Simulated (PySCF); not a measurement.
BH3N, SMILES [BH]N (connectivity only; charge and spin as stated), charge +1, multiplicity 1. The structure is a stationary point at PBE-D3(BJ)/def2-TZVP. The multiplicity is an assumed one; other spin states were not compared. The isomer is the one that the SMILES or the coordinates give; other isomers of the formula were not compared.

Level of theory: PySCF with PBE-D3(BJ)/def2-TZVP.

Harmonic wavenumbers (cm⁻¹): 553, 642, 719, 896, 1413, 1568, 2817, 3373, 3434. Rotational constants (GHz): 340.4, 29.79, 27.40; symmetry number 2.

Work out the zero-point energy and the ideal-gas rigid-rotor harmonic-oscillator thermochemistry at 298.15 K and 1 atm.

ZPE = ½ Σ hcν = ½ × 15416 cm⁻¹ = 92.21 kJ/mol. H − E(el) = 103.43 kJ/mol. Entropy in J/(mol K): translation 150.23, rotation 68.29, vibration 5.74, total 224.26. G − E(el) = 36.56 kJ/mol. Cp = 48.05 J/(mol K).
